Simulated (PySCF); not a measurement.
**Orbital picture of MoC**

ωB97M-V at R = 1.652 Å; Mo def2-TZVPP with ECP28, C def2-TZVPP; scalar-relativistic core potentials (PySCF 2.14). State: ³Σ⁻ (triplet), unpaired electrons δ ↑↑. Only the outer orbitals are listed, counted within each symmetry, core potentials removing the inner ones.

| spin | orbital | occ. | ε (eV) | on Mo (%) | main shells (%) |
| --- | --- | --- | --- | --- | --- |
| α | 4σ | 1 | -15.29 | 24 | 76 C s, 19 Mo d |
| α | 2π | 1 | -8.71 | 64 | 62 Mo d, 35 C p |
| α | 2π | 1 | -8.71 | 64 | 62 Mo d, 35 C p |
| α | 5σ | 1 | -8.12 | 58 | 51 Mo d, 22 C p, 19 C s |
| α | 1δ | 1 | -7.54 | 100 | 100 Mo d |
| α | 1δ | 1 | -7.54 | 100 | 100 Mo d |
| α | 6σ | 0 | -1.15 | 103 | 86 Mo s, 18 Mo p |
| α | 3π | 0 | 0.42 | 99 | 92 Mo p |
| α | 3π | 0 | 0.42 | 99 | 92 Mo p |
| β | 1π | 1 | -42.73 | 100 | 100 Mo p |
| β | 1π | 1 | -42.73 | 100 | 100 Mo p |
| β | 4σ | 1 | -15.70 | 19 | 81 C s, 14 Mo d |
| β | 2π | 1 | -8.32 | 48 | 51 C p, 46 Mo d |
| β | 2π | 1 | -8.32 | 48 | 51 C p, 46 Mo d |
| β | 5σ | 1 | -7.93 | 46 | 41 Mo d, 40 C p, 13 C s |
| β | 6σ | 0 | -1.19 | 108 | 90 Mo s, 15 Mo p |
| β | 3π | 0 | 0.38 | 103 | 94 Mo p, 8 Mo d |
| β | 3π | 0 | 0.38 | 103 | 94 Mo p, 8 Mo d |

Which are the highest filled and the lowest empty level, where do they sit, and how wide is the gap?

Highest filled α 1δ at -7.54 eV (in %: 100 Mo d); lowest empty β 6σ at -1.19 eV (in %: 90 Mo s, 15 Mo p); the gap at ωB97M-V is 6.35 eV.

```
bond order (Mayer)                              : 3.03
⟨S²⟩                                            : 2.113
charge on Mo (Mulliken, basis-dependent)        : 0.44
charge on Mo (Löwdin, basis-dependent)          : 0.23
dipole moment (positive dipole means Mo(−)C(+)) : -6.01 D
```

Shares are Mulliken populations and can fall outside 0 to 100 %.

Spin–orbit coupling is left out. With d or f electrons several states lie close, and the lowest PBE0 determinant need not be the measured ground state.
